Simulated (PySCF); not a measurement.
PySCF was given this input:
```python
from pyscf import gto, scf, dft

mol = gto.Mole()
mol.atom = '''
    Sb    0.00000000    0.00000000    0.00000000
    F     1.78716823   -0.30357238   -0.62788667
    F    -0.08155754    0.81022628    1.73702329
    F    -0.73508024    1.12801739   -1.36660234
    F    -0.97053045   -1.63467128    0.25746573
'''
mol.basis = '3-21g'
mol.charge = 1
mol.verbose = 4
mol.build()

mf = dft.RKS(mol)
mf.xc = 'blyp'
mf.kernel()
mf.analyze()
```

Question: What HOMO-LUMO gap does BLYP/3-21G (PySCF) give?

Answer: 3.37 eV

Question: What is the computed number of basis functions (BLYP/3-21G)?

Answer: 67

Question: Estimate the nuclear repulsion energy that BLYP/3-21G returns for this input.

Answer: 588.6570 Eh
